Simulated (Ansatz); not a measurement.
CdCl2, SMILES [Cl][Cd][Cl] (connectivity only; charge and spin as stated), charge -1, multiplicity 2.

Coordinates come from a B3LYP-D3(BJ)/def2-SVPD optimisation. The multiplicity is an assumed one; other spin states were not compared. The isomer is the one that the SMILES or the coordinates give; other isomers of the formula were not compared. The def2 effective core potentials stand for the cores of Cd; spin–orbit coupling is left out.

Two levels are set side by side: PBE/def2-TZVPD (Ansatz, a quantum-chemistry and plane-wave program) and PBE0/def2-TZVPD (Ansatz). Energy differences of separate SCF runs at the same geometry; the states with an electron removed or added have multiplicity 1. Differences are taken from unrounded values.

```
quantity                         PBE0
-------------------------------  ----
vertical ionisation energy (eV)  2.82
```

Q: What does PBE give, and how far is it from PBE0? (The exact figures need the calculation; the answer reports its results.)

A: 
```
quantity                          PBE  PBE minus PBE0
-------------------------------  ----  --------------
vertical ionisation energy (eV)  2.74           -0.09
```
